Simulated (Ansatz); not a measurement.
Born–Oppenheimer molecular dynamics of C2H9BSi2 (14 atoms, charge 0, multiplicity 1). It starts from a relaxed structure.

Method: Ansatz 0.2.0, RKS PBE0-D4/STO-3G.

```
ensemble        : NVT, Langevin thermostat
time step       : 1 fs
steps asked     : 397
set temperature : 700 K
friction        : 0.02 /fs
masses          : H 2.014 u
seed            : 114008
```

First frame:

```xyz
14
Properties=species:S:1:pos:R:3
Si -1.882 1.101 0.285
Si 0.311 0.692 0.053
C 1.073 -0.724 1.078
B 0.704 -1.496 -0.225
C 0.864 -0.452 -1.370
H -2.346 1.988 -0.755
H -2.642 -0.123 0.212
H -2.149 1.727 1.558
H 1.115 1.895 0.118
H 0.665 -1.057 2.035
H 2.129 -0.458 1.194
H -0.044 -2.400 -0.261
H 1.891 -0.147 -1.599
H 0.296 -0.575 -2.294
```

(1) How far do the bonds stretch over the last three quarters of this one trajectory? (Pairs bonded in most of those frames.)

Answers

(1) 
```json
{"bond": "Si1–Si2", "mean (Å)": "2.257", "spread (Å)": "0.039", "shortest": "2.18", "longest": "2.41"}
{"bond": "Si1–H6", "mean (Å)": "1.450", "spread (Å)": "0.042", "shortest": "1.36", "longest": "1.56"}
{"bond": "Si1–H7", "mean (Å)": "1.450", "spread (Å)": "0.048", "shortest": "1.33", "longest": "1.58"}
{"bond": "Si1–H8", "mean (Å)": "1.456", "spread (Å)": "0.052", "shortest": "1.34", "longest": "1.60"}
{"bond": "Si2–C3", "mean (Å)": "1.920", "spread (Å)": "0.059", "shortest": "1.74", "longest": "2.04"}
{"bond": "Si2–B4", "mean (Å)": "2.302", "spread (Å)": "0.095", "shortest": "2.12", "longest": "2.50"}
{"bond": "Si2–C5", "mean (Å)": "1.910", "spread (Å)": "0.052", "shortest": "1.81", "longest": "2.00"}
{"bond": "Si2–H9", "mean (Å)": "1.454", "spread (Å)": "0.051", "shortest": "1.36", "longest": "1.58"}
{"bond": "C3–B4", "mean (Å)": "1.575", "spread (Å)": "0.052", "shortest": "1.46", "longest": "1.70"}
{"bond": "C3–H10", "mean (Å)": "1.104", "spread (Å)": "0.050", "shortest": "0.99", "longest": "1.21"}
{"bond": "C3–H11", "mean (Å)": "1.103", "spread (Å)": "0.041", "shortest": "1.00", "longest": "1.20"}
{"bond": "B4–C5", "mean (Å)": "1.578", "spread (Å)": "0.045", "shortest": "1.46", "longest": "1.69"}
{"bond": "B4–H12", "mean (Å)": "1.186", "spread (Å)": "0.057", "shortest": "1.06", "longest": "1.33"}
{"bond": "C5–H13", "mean (Å)": "1.107", "spread (Å)": "0.048", "shortest": "1.01", "longest": "1.21"}
{"bond": "C5–H14", "mean (Å)": "1.101", "spread (Å)": "0.042", "shortest": "0.99", "longest": "1.22"}
```

Mean temperature of the second half: 719 K. A run of 0.4 ps of so small a system gives no equilibrium averages. Limits of this set-up: minimal basis.

Run time: 11 min on 1 thread of Intel(R) Xeon(R) 6975P-C (Granite Rapids), on a shared host, peak memory 0.12 GiB.
